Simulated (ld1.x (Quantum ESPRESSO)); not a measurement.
# Te, TM: configuration errors across variants

tellurium (Te), norm-conserving Troullier–Martins (Kleinman–Bylander form), made with ld1.x (Quantum ESPRESSO) 7.5 (PBE, scalar-relativistic). Core [Ar] 3d10, reference 4s2 4p6 4d10 5s2 5p2.5 (charge +1.5). Waves: 4s (bound): rc 1.15 bohr; 4d (bound): rc 1.45 bohr; 4p (bound): rc 0.75 bohr. Local part: the p channel. Core correction: none.

Occupied shells without a wave of their own: 5p, 5s. They enter only through the test configuration that unscreens the potential.

All-electron excitation energies from the reference (eV): (1) 4s2 4p6 4d10 5s2 5p4 -17.613; (2) 4s2 4p6 4d10 5s2 5p3 -7.884; (3) 4s2 4p6 4d10 5s2 5p2 10.040; (4) 4s2 4p6 4d10 5s0 5p6 1.088; (5) 4s2 4p6 4d9 5s2 5p5 20.643; (6) 4s2 4p6 4d10 5s1 5p4 1.958; (7) 4s2 4p6 4d10 5s2 5p1 36.938.

For the base: The 5p, 5s levels have no wave, so the channel is fitted at the deeper level alone: the likely source of the large errors.

On the changes marked as counting shells twice: ld1.x takes every shell without a wave as core, so the model core holds the marked electrons as well and exchange and correlation see them twice. This cancels in the reference configuration, but the file is broken for other ones, and its errors say nothing about a proper core correction.

2 further variants failed, have other tests or another functional or relativity, and are left out.

The file “base” misses its own reference levels by 1.7 eV. The file “local potential the s channel” misses its own reference levels by 3.8 eV. The file “core correction a·sin(br)/r model core inside 0.84 bohr (5p, 5s counted twice)” misses its own reference levels by 1.7 eV. The file “wave 4p (bound): rc 0.75 bohr becomes 4p (bound): rc 0.98 bohr” misses its own reference levels by 1.7 eV.

Errors AE − PS in meV (a dash: test not solved or not reliable):

| change | (1) | (2) | (3) | (4) | (5) | (6) | (7) | bound ghosts |
| --- | --- | --- | --- | --- | --- | --- | --- | --- |
| base | +141 | +60 | -74 | -2877 | +384 | -1493 | -265 | none |
| local potential the s channel | +987 | +413 | -502 | -4515 | +2347 | -2418 | -1794 | none |
| core correction a·sin(br)/r model core inside 0.84 bohr (5p, 5s counted twice) | -89 | +31 | -107 | -3290 | -38 | -1563 | -595 | none |
| wave 4p (bound): rc 0.75 bohr becomes 4p (bound): rc 0.98 bohr | +191 | +81 | -100 | -2820 | +501 | -1470 | -356 | none |
| wave 4s (bound): rc 1.15 bohr becomes 4s (bound): rc 0.86 bohr | +146 | +61 | -74 | -97 | +346 | -65 | -266 | none |

(1) Give the same row for: wave 4d (bound): rc 1.45 bohr becomes 4d (bound): rc 1.34 bohr.

## Answers

(1) +141, +60, -74, -2877, +379, -1493, -265; bound ghosts: none.
